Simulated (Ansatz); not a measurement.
A run for Ansatz (a program for electronic structure): R-PBE0/def2-TZVPP on C2H6OSi (SMILES CO[Si]C), a point of a torsion scan.

Ansatz 0.2 input:
```yaml
crystal:
  periodic: [false, false, false]
  atoms:
    - {symbol: C, position_ang: [1.88508089, -0.31944206, -0.01265705]}
    - {symbol: O, position_ang: [1.33655298, 0.78029862, -0.65091335]}
    - {symbol: Si, position_ang: [1.77964134, 1.48982565, -2.07347567]}
    - {symbol: C, position_ang: [0.44762721, 2.86071773, -2.02118570]}
    - {symbol: H, position_ang: [2.93832900, -0.14884087, 0.23062230]}
    - {symbol: H, position_ang: [1.81636319, -1.21343510, -0.64011450]}
    - {symbol: H, position_ang: [1.33124297, -0.49217457, 0.91228999]}
    - {symbol: H, position_ang: [-0.23398892, 2.75901227, -1.17650369]}
    - {symbol: H, position_ang: [-0.14220644, 2.85365090, -2.93647963]}
    - {symbol: H, position_ang: [0.91491621, 3.84269528, -1.96175602]}
basis:
  gaussian:
    orbitals: def2-TZVPP
hamiltonian:
  xc: {name: PBE0}
scf: {lower_state_search: off}
```

The head of its log:

```
WARN ansatz: RAYON_NUM_THREADS=1 ignored (pool sized by the plan → 1); use --threads N
Functional definition: PBE0
these checks for a lower state are left out or cut short: stability, starts, cluster_reference, orbital_swaps, neighbouring_geometries, increment
integrals: 0.12 GiB planned
1156 factors; their error is unknown
mean field: 1.08 GiB planned
mean field evaluation 1: about -12079.4616 eV, gradient 7.1e1 eV
mean field evaluation 2: about -12062.7359 eV, gradient 1.1e2 eV
```

Question: Give the final energy of this run.

Answer: -444.2981 hartree.
